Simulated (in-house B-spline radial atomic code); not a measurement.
Successive ionisation energies of samarium; each step leads to the configuration of the next row (after the last: bare). Dirac energy differences include first-order Breit, QED and recoil terms. NIST's values go from ground level to ground level; the uncertainty of those that are theory runs from under 0.1 % in few-electron ions to several per cent in heavy many-electron ones. Computed with a B-spline radial code for spherical atoms: Dirac-Hartree-Fock, jj configuration that fills j = l - 1/2 first, finite nuclei.

A number in brackets counts the electrons of a j subshell.

```json
{"ion": "Sm50+", "configuration": "[Ne] 3s2", "ionisation energy (eV)": "4548.3", "tabulated value (eV)": "4548", "tabulated kind": "tabulated theory", "computed minus tabulated (eV)": "0", "highest orbital": "3s1/2", "largest mean radius (bohr)": "0.22879"}
{"ion": "Sm51+", "configuration": "[Ne] 3s1", "ionisation energy (eV)": "4655.1", "tabulated value (eV)": "4655", "tabulated kind": "tabulated theory", "computed minus tabulated (eV)": "0", "highest orbital": "3s1/2", "largest mean radius (bohr)": "0.22762"}
{"ion": "Sm52+", "configuration": "[He] 2s2 2p6", "ionisation energy (eV)": "10493.1", "tabulated value (eV)": "10494", "tabulated kind": "tabulated theory", "computed minus tabulated (eV)": "-1", "highest orbital": "2p3/2", "largest mean radius (bohr)": "0.0946"}
{"ion": "Sm53+", "configuration": "[He] 2s2 2p1/2(2) 2p3/2(3)", "ionisation energy (eV)": "10771.3", "tabulated value (eV)": "10762", "tabulated kind": "tabulated theory", "computed minus tabulated (eV)": "9", "highest orbital": "2p3/2", "largest mean radius (bohr)": "0.094126"}
{"ion": "Sm54+", "configuration": "[He] 2s2 2p1/2(2) 2p3/2(2)", "ionisation energy (eV)": "11052.6", "tabulated value (eV)": "11060", "tabulated kind": "tabulated theory", "computed minus tabulated (eV)": "-7", "highest orbital": "2p3/2", "largest mean radius (bohr)": "0.093655"}
{"ion": "Sm55+", "configuration": "[He] 2s2 2p1/2(2) 2p3/2(1)", "ionisation energy (eV)": "11337.0", "tabulated value (eV)": "11337", "tabulated kind": "tabulated theory", "computed minus tabulated (eV)": "0", "highest orbital": "2p3/2", "largest mean radius (bohr)": "0.093188"}
{"ion": "Sm56+", "configuration": "[He] 2s2 2p1/2(2)", "ionisation energy (eV)": "12262.6", "tabulated value (eV)": "12264", "tabulated kind": "tabulated theory", "computed minus tabulated (eV)": "-1", "highest orbital": "2p1/2", "largest mean radius (bohr)": "0.092724"}
{"ion": "Sm57+", "configuration": "[He] 2s2 2p1/2(1)", "ionisation energy (eV)": "12587.5", "tabulated value (eV)": "12588", "tabulated kind": "tabulated theory", "computed minus tabulated (eV)": "0", "highest orbital": "2p1/2", "largest mean radius (bohr)": "0.092222"}
{"ion": "Sm58+", "configuration": "[He] 2s2", "ionisation energy (eV)": "12992.1", "tabulated value (eV)": "12992", "tabulated kind": "tabulated theory", "computed minus tabulated (eV)": "0", "highest orbital": "2s1/2", "largest mean radius (bohr)": "0.091724"}
{"ion": "Sm59+", "configuration": "[He] 2s1", "ionisation energy (eV)": "13262.5", "tabulated value (eV)": "13262.85", "tabulated kind": "tabulated theory", "computed minus tabulated (eV)": "0", "highest orbital": "2s1/2", "largest mean radius (bohr)": "0.091271"}
{"ion": "Sm60+", "configuration": "1s2", "ionisation energy (eV)": "53982.6", "tabulated value (eV)": "53986.12", "tabulated kind": "tabulated theory", "computed minus tabulated (eV)": "-4", "highest orbital": "1s1/2", "largest mean radius (bohr)": "0.022604"}
{"ion": "Sm61+", "configuration": "1s1", "ionisation energy (eV)": "55214.1", "tabulated value (eV)": "55214.3", "tabulated kind": "tabulated theory", "computed minus tabulated (eV)": "0", "highest orbital": "1s1/2", "largest mean radius (bohr)": "0.022452"}
```

(1) Where is the largest jump?

Answers

(1) From Sm59+ to Sm60+, by a factor of 4.07 (13262 to 53983 eV); the highest orbital goes from 2s1/2 to 1s1/2.
